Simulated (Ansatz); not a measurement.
A run for Ansatz (a program for electronic structure): U-CCSD(T)/def2-SVP on CH5Bi (SMILES [CH3][BiH2]), a point of a bond scan (R = 1.088 Å). Elements past Kr take the def2 small-core potentials; no spin–orbit coupling. The run froze 10 orbitals, filled d shells among them.

Ansatz 0.2 input:
```yaml
crystal:
  periodic: [false, false, false]
  atoms:
    - {symbol: Bi, position_ang: [-0.11442136, -0.13875822, 0.14265198]}
    - {symbol: H, position_ang: [0.10109638, -1.45634717, -1.06583804]}
    - {symbol: H, position_ang: [-1.63440454, 0.37932592, -0.67231832]}
    - {symbol: C, position_ang: [1.15924493, 1.32396943, -1.06349030]}
    - {symbol: H, position_ang: [0.99503276, 2.32409352, -0.66816470]}
    - {symbol: H, position_ang: [0.87590674, 1.28056262, -2.11058643]}
    - {symbol: H, position_ang: [2.20387163, 1.04548114, -0.94226535]}
basis:
  gaussian:
    orbitals: def2-SVP
correlation: {method: ccsd_t, electrons: outside_noble_gas}
scf: {omitted_lower_state_checks: [cluster_reference]}
magnetization: {spin_polarized: true, initial_magnetization: 0}
```

The head of its log:

```
WARN ansatz: RAYON_NUM_THREADS=1 ignored (pool sized by the plan → 1); use --threads N
Functional definition: HF
these checks for a lower state are left out or cut short: cluster_reference
integrals: 0.07 GiB planned
739 factors; integrals over basis functions are off by at most 1.2e-3 eV
mean field: 0.17 GiB planned
mean field evaluation 1: about -6917.4434 eV, gradient 1.4e1 eV
mean field evaluation 2: about -6917.4502 eV, gradient 1.4e1 eV
mean field evaluation 4: about -6918.7270 eV, gradient 1.4e0 eV
mean field evaluation 8: about -6918.7463 eV, gradient 6.7e-4 eV
mean field -6918.74634786 eV, -254.2592385893 hartree, gradient 2.1e-6 eV, S^2 0.000000; 0 other end points of the search recorded, 0 dependent functions left out
10 core orbitals not correlated
reference -6918.74634786 eV, -254.2592385893 hartree; 7, 7 occupied and 48, 48 virtual orbitals, 739 factors
```

Task: Predict the final total energy.

Result: -254.5529 hartree (reference determinant -254.2592, T1 diagnostic 0.013).
